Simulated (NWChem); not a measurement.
GeH₃TeBr; SMILES [GeH3][Te]Br

Program: NWChem. The geometry was optimised at PBE0/def2-SVP. Not confirmed as a minimum by frequencies. def2 effective core potentials on Te; no spin-orbit coupling.

Diagonal of the polarisability tensor at PBE0/def2-SVPD, static: 98.30, 120.85, 77.91 bohr³.

Q: Find the mean polarisability volume, the molar refraction, and the refractive index that an ideal gas of it would have at 273.15 K and 1 atm.

A: 
1. Mean: one third of the trace = 99.02 bohr³ × 0.14818 Å³/bohr³ = 14.67 Å³.
2. Molar refraction (Lorentz-Lorenz): (4π/3) N_A α = 37.0 cm³/mol.
3. Number density p/kT = 2.687 × 10⁻⁵ Å⁻³; n − 1 = 2π N α = 24.77 × 10⁻⁴.
4. These hold the electronic response alone: vibrational and orientational terms add to the static dielectric constant.
